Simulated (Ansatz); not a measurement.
Correlation energies of Cl3HSeZr, SMILES `[Cl][Zr]([Cl])([Cl])[SeH]` by basis set

| atom | x (Å) | y (Å) | z (Å) |
| --- | --- | --- | --- |
| Cl1 | 1.6623 | -1.7588 | 0.0670 |
| Zr2 | -0.1518 | -0.3736 | -0.3579 |
| Cl3 | -0.6623 | -0.2702 | -2.6123 |
| Cl4 | -1.9523 | -1.0985 | 0.9162 |
| Se5 | 0.4410 | 2.0119 | 0.3124 |
| H6 | 0.6630 | 1.4893 | 1.6747 |

The species carries charge 0 and has multiplicity 1. Correlated methods include outer-core shells of Se, Zr, which these sets cover unevenly. Scalar relativity is left out up to krypton. Zr: def2 effective core potential. The geometry is a stationary point of PBE0-D4/def2-TZVP. It is one conformer, not always the lowest. Frozen core, restricted reference, Ansatz.

```csv
basis,HF (Eh),MP2 corr.
def2-SVP,-3825.02232,-0.87866
def2-TZVPP,-3825.80308,-1.18716
def2-QZVPP,-3825.89286,-1.60009
```

Problem. Estimate the CCSD correlation energy and the (T) correction in each basis where they were run (hartree).

Solution. 
```tsv
basis	CCSD corr.	(T)
def2-SVP	-0.90727	-0.03088
def2-TZVPP	-1.22608	-0.05876
```
